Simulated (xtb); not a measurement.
xtb input (GFN2-xTB):

```bash
xtb mol.xyz --gfn 2 --ohess tight --chrg 1 --uhf 0
```
mol.xyz:
```
9

N     -0.92887995    -1.04559079    -0.10248303
B      0.08658129     0.14649359    -0.00058694
O     -0.38128448     1.22365601     0.51879597
O      1.28852898    -0.22457546    -0.45025301
H     -1.22898428    -1.33396663     0.79612939
H     -0.57750206    -1.84465426    -0.57004179
H     -1.79557945    -0.69710747    -0.64664523
H      0.10270496     1.98667563     0.66722975
H      2.04170202     0.35261195    -0.43738164
```

Output:

```
           -------------------------------------------------
          |                Calculation Setup                |
           -------------------------------------------------

           -------------------------------------------------
          |                 G F N 2 - x T B                 |
           -------------------------------------------------

        Reference                      10.1021/acs.jctc.8b01176
      * Hamiltonian:
        H0-scaling (s, p, d)           1.850000    2.230000    2.230000
        zeta-weighting                 0.500000
      * Dispersion:
        s8                             2.700000
        a1                             0.520000
        a2                             5.000000
        s9                             5.000000
      * Repulsion:
        kExp                           1.500000    1.000000
        rExp                           1.000000
      * Coulomb:
        alpha                          2.000000
        third order                    shell-resolved
        anisotropic                    true
        a3                             3.000000
        a5                             4.000000
        cn-shift                       1.200000
        cn-exp                         4.000000
        max-rad                        5.000000

          ...................................................
          :                      SETUP                      :
          :.................................................:
          :  # basis functions                  21          :
          :  # atomic orbitals                  21          :
          :  # shells                           13          :
          :  # electrons                        24          :
          :  max. iterations                   250          :
          :  Hamiltonian                  GFN2-xTB          :
          :  restarted?                      false          :
          :  GBSA solvation                  false          :
          :  PC potential                    false          :
          :  electronic temp.          300.0000000     K    :
          :  accuracy                    1.0000000          :
          :  -> integral cutoff          0.2500000E+02      :
          :  -> integral neglect         0.1000000E-07      :
          :  -> SCF convergence          0.1000000E-05 Eh   :
          :  -> wf. convergence          0.1000000E-03 e    :
          :  Broyden damping             0.4000000          :
          :  net charge                          1          :
          :  unpaired electrons                  0          :
          ...................................................

 iter      E             dE          RMSdq      gap      omega  full diag
   1    -14.5679913 -0.145680E+02  0.726E+00    8.56       0.0  T
   2    -14.6424942 -0.745030E-01  0.404E+00    8.13       1.0  T
   3    -14.6487483 -0.625402E-02  0.119E+00    8.37       1.0  T
   4    -14.6490642 -0.315957E-03  0.398E-01    8.24       1.0  T
   5    -14.6496111 -0.546861E-03  0.197E-01    8.43       1.0  T
   6    -14.6496957 -0.846586E-04  0.483E-02    8.40       1.0  T
[...]
     1   7 N        2   5 B                                       1.5790402 (max)
     2   5 B        3   8 O                                       1.3142594
     2   5 B        4   8 O                                       1.3149189
     1   7 N        5   1 H                                       1.0239158
     1   7 N        6   1 H                                       1.0240687
     1   7 N        7   1 H                                       1.0238222
Molecule has no symmetry elements
It seems to be the C1 point group
     3   8 O        8   1 H                                       0.9580957 (min)
     4   8 O        9   1 H                                       0.9583386

 * 4 distinct bonds (by element types)

   Z      Z             #   av. dist./Å        max./Å        min./Å
   1 H    7 N           3     1.0239355     1.0240687     1.0238222
   5 B    7 N           1     1.5790402     1.5790402     1.5790402
   1 H    8 O           2     0.9582172     0.9583386     0.9580957
   5 B    8 O           2     1.3145892     1.3149189     1.3142594

           -------------------------------------------------
          |               Frequency Printout                |
           -------------------------------------------------
 projected vibrational frequencies (cm⁻¹)
eigval :       -0.00    -0.00    -0.00     0.00     0.00     0.00
eigval :       14.57   336.28   406.81   452.27   546.08   618.92
eigval :      695.03   782.93   817.86   844.19   908.22  1155.89
eigval :     1325.09  1419.99  1425.28  1517.23  3311.21  3319.88
eigval :     3328.41  3590.83  3604.65
 reduced masses (amu)
   1: 13.16   2: 11.73   3: 12.88   4: 13.64   5: 12.83   6: 13.69   7:  1.71   8: 10.65
   9: 10.69  10:  7.95  11:  2.22  12:  3.88  13:  9.86  14:  3.56  15:  4.96  16:  4.06
  17: 10.14  18: 10.48  19:  3.09  20:  1.72  21:  1.70  22: 11.83  23:  2.04  24:  2.02
  25:  1.31  26:  1.88  27:  1.89
 IR intensities (km·mol⁻¹)
   1:  1.08   2:  7.29   3:  6.86   4:  9.46   5: 16.58   6: 10.14   7:  0.97   8: 25.88
   9: 33.46  10:  4.88  11:  2.15  12:458.20  13: 26.12  14:202.21  15:119.72  16:357.18
  17:  1.83  18:217.49  19:340.75  20:100.23  21: 88.19  22:678.36  23:113.28  24:102.89
  25: 72.51  26: 44.15  27:177.61
 Raman intensities (Ä⁴*amu⁻¹)
   1:  0.00   2:  0.00   3:  0.00   4:  0.00   5:  0.00   6:  0.00   7:  0.00   8:  0.00
   9:  0.00  10:  0.00  11:  0.00  12:  0.00  13:  0.00  14:  0.00  15:  0.00  16:  0.00
  17:  0.00  18:  0.00  19:  0.00  20:  0.00  21:  0.00  22:  0.00  23:  0.00  24:  0.00
  25:  0.00  26:  0.00  27:  0.00
 output can be read by thermo (or use thermo option).
 writing <g98.out> molden fake output.
 recommended (thermochemical) frequency scaling factor: 1.0
           -------------------------------------------------
          |             Thermodynamic Functions             |
           -------------------------------------------------

c1  symmetry found (for desy threshold:  0.10E+00) used in thermo

          ...................................................
          :                      SETUP                      :
          :.................................................:
          :  # frequencies                          21      :
          :  # imaginary freq.                       0      :
          :  linear?                             false      :
          :  only rotor calc.                    false      :
          :  symmetry                               c1      :
          :  rotational number                       1      :
          :  scaling factor                  1.0000000      :
          :  rotor cutoff                   50.0000000 cm⁻¹ :
          :  imag. cutoff                  -20.0000000 cm⁻¹ :
          :.................................................:

    mode    ω/cm⁻¹     T·S(HO)/kcal·mol⁻¹    T·S(FR)/kcal·mol⁻¹   T·S(vib)
   ------------------------------------------------------------------------
       1     14.57    -2.16555 (  0.72%)    -1.41724 ( 99.28%)    -1.42260
   ------------------------------------------------------------------------

   temp. (K)  partition function   enthalpy   heat capacity  entropy
                                   cal/mol     cal/K/mol   cal/K/mol   J/K/mol
 298.15  VIB   30.7                 1652.577     11.403      9.853
         ROT  0.450E+05              888.752      2.981     24.274
         INT  0.138E+07             2541.329     14.384     34.127
         TR   0.471E+27             1481.254      4.968     38.269
         TOT                        4022.5831    19.3519    72.3960   302.9048
Note: The following floating-point exceptions are signalling: IEEE_UNDERFLOW_FLAG IEEE_DENORMAL
normal termination of xtb

       T/K    H(0)-H(T)+PV         H(T)/Eh          T*S/Eh         G(T)/Eh
   ------------------------------------------------------------------------
    298.15    0.641039E-02    0.757160E-01    0.343977E-01    0.413183E-01
   ------------------------------------------------------------------------

         :::::::::::::::::::::::::::::::::::::::::::::::::::::
         ::                  THERMODYNAMIC                  ::
         :::::::::::::::::::::::::::::::::::::::::::::::::::::
         :: total free energy         -14.469138838213 Eh   ::
         ::.................................................::
         :: total energy              -14.510457161133 Eh   ::
         :: zero point energy           0.069305595599 Eh   ::
         :: G(RRHO) w/o ZPVE           -0.027987272679 Eh   ::
         :: G(RRHO) contrib.            0.041318322920 Eh   ::
         :::::::::::::::::::::::::::::::::::::::::::::::::::::

optimized geometry written to: xtbopt.xyz

           -------------------------------------------------
          | TOTAL ENERGY              -14.510457161133 Eh   |
          | TOTAL ENTHALPY            -14.434741171370 Eh   |
          | TOTAL FREE ENERGY         -14.469138838213 Eh   |
          | GRADIENT NORM               0.000200190428 Eh/α |
          | HOMO-LUMO GAP               8.334314166662 eV   |
           -------------------------------------------------

------------------------------------------------------------------------
------------------------------------------------------------------------
 total:
 SCF:
 ANC optimizer:
 analytical hessian:
```

It need not be the lowest isomer of its formula.
